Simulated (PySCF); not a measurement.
Run record: geometry optimisation, `CC1C[SiH2]C1`.

Computed with PBE0-D3(BJ)/def2-SVP geometry optimisation, gas phase (PySCF 2.14.0). Start geometry: GFN2-xTB. The command runs a driver script over a list of jobs; the input below is this job's line of settings and its coordinates in Å.

Command:
```bash
OMP_NUM_THREADS=1 python probes_run.py task.json out
```

Input:
```
{"job": {"xc": "PBE0", "basis": "def2-SVP", "d3": "d3bj", "grid": 1, "shake": 0.01, "kind": "geom"}, "charge": 0, "multiplicity": 1}
C     -1.783100    -0.247230    -0.306860
C     -0.487580    -0.207500     0.434620
C      0.601180    -1.074630    -0.218090
Si     1.923900     0.346200    -0.048620
C      0.231630     1.160660     0.417760
H     -2.229180    -1.220850    -0.318820
H     -1.650560     0.094250    -1.342340
H     -2.504960     0.455040     0.154230
H     -0.655300    -0.519980     1.486220
H      0.807360    -2.009200     0.324100
H      0.365350    -1.327350    -1.230710
H      2.861870     0.203300     1.052720
H      2.523550     0.811700    -1.277290
H      0.154840     1.706150     1.379600
H     -0.174350     1.812050    -0.341120
```

Output:
```
step   0  E = -447.39864572  max force = 0.050614
step   1  E = -447.40683534  max force = 0.005824
step   2  E = -447.40711365  max force = 0.001178
step   3  E = -447.40722773  max force = 0.001755
step   4  E = -447.40741036  max force = 0.004416
step   5  E = -447.40773587  max force = 0.007092
step   6  E = -447.40801305  max force = 0.006551
step   7  E = -447.40829767  max force = 0.002594
step   8  E = -447.40840419  max force = 0.000833
step   9  E = -447.40841590  max force = 0.000575
step  10  E = -447.40841994  max force = 0.000191
optimisation converged
```

Energies in Eh; «max force» is the largest Cartesian gradient component in Eh/bohr.

Question: How much energy does the optimisation release, in eV?

Answer: E(step 0) − E(last step) = 0.009774 Eh, which is 0.266 eV.

Question: Give the first gradient maximum in eV/Å.

Answer: With 1 Eh/bohr = 51.422 eV/Å, 2.603 eV/Å.

In short: final energy -447.40842 Eh after 10 steps; dipole 0.56 D.

Question: Where do the atoms end?

Answer: 0.301 Å rms from the input after alignment:
```
atom  x, y, z in Å
C1    -1.8222   -0.5178    0.0516
C2    -0.3933   -0.3800    0.5442
C3     0.6791   -1.2069   -0.2219
Si4    1.9011    0.1762    0.2023
C5     0.2335    1.0412    0.4434
H6    -2.1715   -1.5602    0.1226
H7    -1.8995   -0.2087   -1.0040
H8    -2.5110    0.1119    0.6372
H9    -0.3550   -0.6857    1.6056
H10    0.8217   -2.2473    0.1023
H11    0.4622   -1.2059   -1.3043
H12    2.6487   -0.0516    1.4782
H13    2.8624    0.6710   -0.8326
H14    0.0367    1.7246    1.2814
H15   -0.0835    1.5351   -0.4914
```

Question: How long does this job take on Arm Neoverse V1, one thread, no GPU, shared host? And the peak memory of the process?

Answer: About 57 s, with 0.50 GiB resident at the peak, the Python interpreter and its libraries included.
Labels such as C1 count atoms from 1, the log's own numbers from 0.
